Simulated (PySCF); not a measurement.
Identify the unknown among the candidates.

All candidates are C5H13NO2Si.

| technique | computed result |
| --- | --- |
| Rotational structure | rotational constants A, B, C: 1.810, 0.993, 0.776 GHz [GFN2-xTB] |
| Dipole | 5.16 D [PBE0/pcSseg-1] |
| NMR, other nuclei | isotropic shieldings of nuclei other than C and H, by class: 131 (1 N), -22 (1 O), 313 (1 O), 374 (1 Si) ppm [GIAO PBE0/pcSseg-1] |
| 13C NMR | chemical shifts (computed TMS as zero) by class: 178.8 (1 C), 44.3 (1 C), 27.0 (1 C), 22.6 (1 C), 16.4 (1 C) ppm [GIAO PBE0/pcSseg-1] |
| 1H NMR | chemical shifts (computed TMS as zero) by class: 5.11 (1 H), 4.85 (2 H), 4.09 (1 H), 3.20 (3 H), 2.02 (2 H), 1.97 (2 H), 0.41 (2 H) ppm [GIAO PBE0/pcSseg-1] |

Electronic properties: PySCF, gas phase, density fitting. Levels stand in brackets. Isolated species at its GFN2-xTB geometry (one conformer only). NMR classes are plain means over equivalent atoms (diastereotopic ones count apart unless rotation or inversion swaps them), as if these changed places fast.

Task: Which candidate is it?
A. `CCO[SiH2]N(C)C(C)=O`
B. `COC/C(=N\[SiH3])[C@H](C)O`
C. `CNC(=O)[C@@H](C)OC[SiH3]`
D. `CNC(=O)CCC[SiH2]O`
E. `COC[SiH2]N(C)C(C)=O`

Result: D. It is `CNC(=O)CCC[SiH2]O`. Numbering: `[CH3:1][NH:2][C:3](=[O:4])[CH2:5][CH2:6][CH2:7][SiH2:8][OH:9]`. Its formula, C5H13NO2Si, gives 1 degree of unsaturation: 0 rings and 1 π bond in the structure found. 5 carbons fall into 5 classes; from least to most shielded: amide carbonyl carbon [C3] (178.8 ppm), sp3 carbon next to a carbonyl [C5] (44.3 ppm), N-methyl carbon [C1] (27.0 ppm), chain CH2 carbon [C6] (22.6 ppm), sp3 carbon bound to silicon [C7] (16.4 ppm). Hydrogen classes from least to most shielded: 1 H on an amide nitrogen, N2 (5.11 ppm), 2 H on an oxygen-bound silicon, Si8 (4.85 ppm), 1 H on a silanol oxygen, O9 (4.09 ppm), 3 H on an N-methyl carbon, C1 (3.20 ppm, a mean of values up to 2.0 ppm apart in this geometry), 2 H on an sp3 carbon next to a carbonyl, C5 (2.02 ppm, a mean of values up to 1.0 ppm apart in this geometry), 2 H on a chain CH2 carbon, C6 (1.97 ppm), 2 H on an sp3 carbon bound to silicon, C7 (0.41 ppm, a mean of values up to 0.6 ppm apart in this geometry). The other shieldings belong to: 131 ppm, amide nitrogen [N2]; -22 ppm, amide oxygen [O4]; 313 ppm, silanol oxygen [O9]; 374 ppm, oxygen-bound silicon [Si8]. The optimised geometry has point group C1 and is an asymmetric top.

The others, at the same levels:
- `COC/C(=N\[SiH3])[C@H](C)O` fails: its computed 13C shifts are 194.3 (1 C), 77.1 (1 C), 72.7 (1 C), 59.9 (1 C), 25.7 (1 C) ppm, 1H shifts are 4.93 (3 H), 4.39 (1 H), 4.10 (1 H), 3.70 (1 H), 3.65 (1 H), 3.57 (3 H), 1.21 (3 H) ppm and smallest rotational constant is 0.683 GHz (against 0.776 GHz).
- `CCO[SiH2]N(C)C(C)=O` fails: its computed 13C shifts are 182.5 (1 C), 62.8 (1 C), 30.2 (1 C), 22.1 (1 C), 20.8 (1 C) ppm, 1H shifts are 5.06 (2 H), 4.17 (2 H), 2.86 (3 H), 2.05 (3 H), 1.34 (3 H) ppm and rotational constant A is 3.327 GHz (against 1.810 GHz).
- `COC[SiH2]N(C)C(C)=O` fails: its computed 13C shifts are 182.6 (1 C), 64.8 (1 C), 62.2 (1 C), 31.4 (1 C), 20.8 (1 C) ppm, 1H shifts are 5.09 (2 H), 3.51 (2 H), 3.42 (3 H), 2.64 (3 H), 2.09 (3 H) ppm and rotational constant A is 3.269 GHz (against 1.810 GHz).
- `CNC(=O)[C@@H](C)OC[SiH3]` fails: its computed 13C shifts are 174.3 (1 C), 87.2 (1 C), 59.1 (1 C), 25.6 (1 C), 23.0 (1 C) ppm, 1H shifts are 5.71 (1 H), 3.91 (3 H), 3.58 (1 H), 3.40 (1 H), 3.38 (1 H), 3.11 (3 H), 1.33 (3 H) ppm and smallest rotational constant is 0.641 GHz (against 0.776 GHz).

Each candidate is one conformer, not necessarily the lowest. Dipoles, sizes and rotational constants follow the conformer. The torsions of the flexible species, by atom-mapped SMILES:
- `[CH3:1][O:2][CH2:3]/[C:4](=[N:5]\[SiH3:6])[C@H:7]([CH3:8])[OH:9]`: C1–O2–C3–C4 161°, O2–C3–C4–N5 -27°, C3–C4–C7–C8 -81°, H–O9–C7–C4 27°
- `[CH3:1][CH2:2][O:3][SiH2:4][N:5]([CH3:6])[C:7]([CH3:8])=[O:9]`: C1–C2–O3–Si4 -63°, C2–O3–Si4–N5 -174°, O3–Si4–N5–C6 0°, Si4–N5–C7–C8 180°
- `[CH3:1][O:2][CH2:3][SiH2:4][N:5]([CH3:6])[C:7]([CH3:8])=[O:9]`: C1–O2–C3–Si4 -66°, O2–C3–Si4–N5 -161°, C3–Si4–N5–C6 -3°, Si4–N5–C7–C8 -179°
- `[CH3:1][NH:2][C:3](=[O:4])[C@@H:5]([CH3:6])[O:7][CH2:8][SiH3:9]`: C1–N2–C3–O4 2°, N2–C3–C5–C6 -89°, C3–C5–O7–C8 76°, C5–O7–C8–Si9 -176°

The conformers of `CNC(=O)CCC[SiH2]O` aren't listed.
